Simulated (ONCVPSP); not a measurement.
Transferability test, ONCV potential for technetium

Tc (Z = 43), optimised norm-conserving Vanderbilt (ONCV), made with ONCVPSP 4.0.1 (PBE, fully relativistic). Core [Ar] 3d10, reference 4s2 4p6 4d5 5s1.75 5p0.25. Waves: 4s+5s: rc 2.05 bohr, ncon 3, nbas 6, qcut 7.3 1/bohr, 2 projectors; 4p+5p: rc 2.10 bohr, ncon 4, nbas 9, qcut 6.1 1/bohr, 2 projectors; 4d: rc 1.50 bohr, ncon 4, nbas 8, qcut 6 1/bohr, 2 projectors, debl 1.2 Ha. Local part: polynomial inside 1.30 bohr (lpopt 5, dvloc0 0 Ha). Core correction: polynomial model core, fcfact 0.6.

Open shells are filled in proportion to 2j + 1.

Energies are relative to the spin-unpolarised reference configuration 4s2 4p6 4d5 5s1.75 5p0.25; without spin polarisation the order of configurations can differ from experiment.

**Question.** Give the all-electron excitation energy and the error of the potential for: 4s2 4p6 4d5 5s2 5p0; 4s2 4p6 4d5 5s1 5p0; 4s2 4p6 4d5 5s0 5p0; 4s2 4p6 4d5 5s1.5 5p0.

**Answer.**

```csv
valence configuration,charge,ΔE all-electron (eV),error AE − PS (meV)
4s2 4p6 4d5 5s2 5p0,0,-0.916,-0.1
4s2 4p6 4d5 5s1 5p0,+1,7.238,-0.6
4s2 4p6 4d5 5s0 5p0,+2,22.089,-6.2
4s2 4p6 4d5 5s1.5 5p0,+0.5,2.366,0.0
```
